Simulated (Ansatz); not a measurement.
Species: HfO, net charge 0, singlet state. SMILES: [Hf]=[O]
Coordinates optimised at B3LYP-D3(BJ)/def2-TZVP (Ansatz, a first-principles code):
```xyz
2

Hf     0.0000     0.0000    -0.1733
O      0.0000     0.0000     1.5601
```
Charge 0, spin multiplicity 1.

Wanted: atomisation energy, in kcal/mol. Set-up: LANL2DZ with its own core potentials from Na on; def2 sets with scalar-relativistic core potentials past Kr; UHF or UKS for open shells; spin-orbit terms left out; atomisation electronic, to ground-state atoms. First-principles rows: single points at B3LYP-D3(BJ) geometries (Ansatz).

```tsv
species	coefficient	E at B3LYP/LANL2DZ (Ansatz), Eh	E at PBE0/def2-TZVPD (Ansatz), Eh
[O]=[Hf]	-1	-124.11937	-123.16035
Hf atom	+1	-48.75123	-47.84257
O atom	+1	-75.08172	-75.01925
```

 1 Eh = 627.5095 kcal/mol.

Work the quantity out at each level.


- B3LYP/LANL2DZ: the sum of coefficient times E is 0.28642 Eh, or 179.73 kcal/mol. Result: 179.7 kcal/mol.
- PBE0/def2-TZVPD: the sum of coefficient times E is 0.29853 Eh, or 187.33 kcal/mol. Result: 187.3 kcal/mol.
